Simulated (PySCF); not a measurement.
Work out the structure from these simulated measurements.

Formula: C3H8O2Si.

| Item | Value |
| --- | --- |
| UV, strongest line | among the 8 lowest singlet transitions: S3 at 7.12 eV (174 nm, f = 0.247) [TDDFT CAM-B3LYP/def2-SVPD] |
| Polarisability | 68.4 au [CAM-B3LYP/def2-SVPD] |
| UV, first state | lowest singlet excitation: 6.61 eV (188 nm, f = 0.009) [TDDFT CAM-B3LYP/def2-SVPD] |
| XPS | Si2p3/2 107.3, C1s 290.0, C1s 290.0, C1s 290.6, O1s 538.6 (×2), Si1s 1847.4 eV [ΔSCF SCAN, pcX-2 on the ionised atom, pcseg-1 elsewhere, spin-free X2C, 2p3/2 from a spin–orbit splitting computed afterwards within the 2p shell] |
| Dipole | 1.17 D [CAM-B3LYP/def2-SVPD] |
| Rotational structure | rotational constants A, B, C: 4.151, 2.256, 1.620 GHz [GFN2-xTB] |

Gas-phase values; electronic properties from PySCF, density fitting. Levels stand in brackets. The structure is a single GFN2-xTB conformer in the gas phase; no vibrational or solvent corrections.

Problem. Propose a structure and show how it fits.

Solution. Numbering: `[CH2:1]=[C:2]([CH3:3])[SiH:4]([OH:5])[OH:6]`. Its formula, C3H8O2Si, gives 1 degree of unsaturation: 0 rings and 1 π bond in the structure found. The core levels belong to: Si2p3/2 107.3 eV, oxygen-bound silicon [Si4]; C1s 290.0 eV, fully substituted alkene carbon [C2]; C1s 290.0 eV, terminal =CH2 carbon [C1]; C1s 290.6 eV, allylic carbon [C3]; O1s 538.6 eV, silanol oxygen [O5/O6]; Si1s 1847.4 eV, oxygen-bound silicon [Si4]. One atom of each topological class was ionised and stands for its class. The hole state at 290.0 eV has ⟨S²⟩ = 0.83 against 0.75, so that value is less sure. The optimised geometry has point group C1 and is an asymmetric top. Structure: `O[SiH](O)C(C)=C`. Computed isomers that give other values at the same levels: `[SiH3]OC1COC1` (rotational constant A: 8.776 GHz; this holds for the one conformer computed); `O=C(O)CC[SiH3]` (core binding energies: Si2p3/2 106.1, C1s 290.3, C1s 291.4, C1s 295.1, O1s 538.1, O1s 540.3, Si1s 1845.9 eV); `[SiH3]O[C@@H]1CCO1` (core binding energies: Si2p3/2 107.2, C1s 290.9, C1s 292.3, C1s 293.7, O1s 538.2, O1s 538.3, Si1s 1847.0 eV). The assignments are read from this structure; whether some other isomer fits the data as well wasn't checked.

Shape of the structure used: `[CH2:1]=[C:2]([CH3:3])[SiH:4]([OH:5])[OH:6]`: C1–C2–Si4–O5 -10°, H–O5–Si4–C2 55°, H–O6–Si4–C2 153°.
